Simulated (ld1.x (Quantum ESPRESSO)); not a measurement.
## boron, TM semilocal: configuration errors across variants

| Quantity | Value |
| --- | --- |
| Element | boron |
| Generator | ld1.x (Quantum ESPRESSO) 7.5 |
| Type | norm-conserving Troullier–Martins (semilocal form) |
| Functional | PBEsol |
| Relativity | scalar-relativistic |
| Frozen core | [He] |
| Valence charge | 3 |
| Reference configuration | 2s1.5 2p0 (charge +1.5) |
| Partial waves | 2s (bound): rc 1.15 bohr; 2p (bound, empty): rc 3.25 bohr |
| Local potential | the p channel |
| Core correction | Bessel-smoothed model core, default radius (core density twice the valence density) |

All-electron excitation energies from the reference (eV): (1) 2s2 2p1 -19.279; (2) 2s2 2p0 -11.140; (3) 2s1 2p0 14.122; (4) 2s0 2p3 -7.623; (5) 2s1 2p1 -5.015; (6) 2s2 2p0.5 -16.424; (7) 2s1 2p2 -13.460.

In the semilocal form every listed channel keeps its own potential, so the choice of the local channel does not act on these tests. It acts once the file is put into the separable form.

A semilocal file is local in each channel, so a ghost entry of none says nothing of the separable form that plane-wave codes build from it.

The default core radius of the base comes out at 0.74 bohr.

3 further variants failed, have other tests or another functional or relativity, and are left out.

Errors AE − PS in meV (a dash: test not solved or not reliable):

```csv
change,(1),(2),(3),(4),(5),(6),(7),bound ghosts
base,+160,+4.1,+5.1,+398,+112,+91,+287,none
wave 2s (bound): rc 1.15 bohr becomes 2s (bound): rc 1.52 bohr,+163,+3.6,+3.8,+404,+114,+92,+292,none
wave 2p (bound): rc 3.25 bohr becomes 2p (bound): rc 4.22 bohr,+421,+4.1,+5.1,+1108,+249,+211,+786,none
local potential the s channel,+160,+4.1,+5.1,+397,+112,+91,+287,none
"type PAW, which also changes the form from semilocal to separable; waves now 2s (bound): rcut 1.00, rcutus 1.15 bohr; 2s channel at -0.8 Ry: rcut 1.00, rcutus 1.15 bohr; 2p (bound): rcut 2.85, rcutus 3.25 bohr; 2p channel at 0.95 Ry: rcut 2.85, rcutus 3.25 bohr; local potential all-electron potential smoothed inside 1.95 bohr (lloc = -1); augmentation BESSEL, radius 1.00 bohr",+78,-0.2,-1.0,+33,+119,+28,+207,none
"all radii but the core radius scaled by about 0.92 (s 1.06, p 2.98 bohr)",+111,+3.9,+4.8,+266,+80,+65,+194,none
"all radii but the core radius scaled by about 0.90 (s 1.04, p 2.94 bohr)",+111,+3.9,+4.7,+266,+80,+65,+194,none
```

Q: Give the same row for: core correction Bessel-smoothed model core inside 0.70 bohr.

A: +160, +4.0, +5.0, +397, +112, +91, +287; bound ghosts: none.
